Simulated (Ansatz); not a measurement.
Basis-set extrapolation for C3H7AlO (PBE0-D4/def2-TZVP geometry, frozen core, the Gaussian-basis code of Ansatz). Multiplicity 1, RHF reference.

|  | def2-TZVPP | def2-QZVPP |
| --- | --- | --- |
| HF | -434.490601 | -434.506571 |
| MP2 correlation | -0.835245 | -0.892606 |
| CCSD(T) correlation | -0.909510 | not run |

Energies in hartree. Use E(X) = E(∞) + A·exp(−7.88·√X) for Hartree–Fock and E(X) = E(∞) + B·X^(−2.97) for correlation, with X = 3 and 4, and add CCSD(T) minus MP2 of the smaller set to the MP2 limit.

What is the CCSD(T) energy at the basis-set limit?

HF limit: -434.506571 + (-0.015970) × 0.13774 = -434.50877. MP2 limit: -0.892606 + (-0.057361) × 0.74074 = -0.93510. Higher-order term: -0.909510 − (-0.835245) = -0.07427. Total: -435.51814 hartree, 3.21 eV below CCSD(T)/def2-TZVPP.
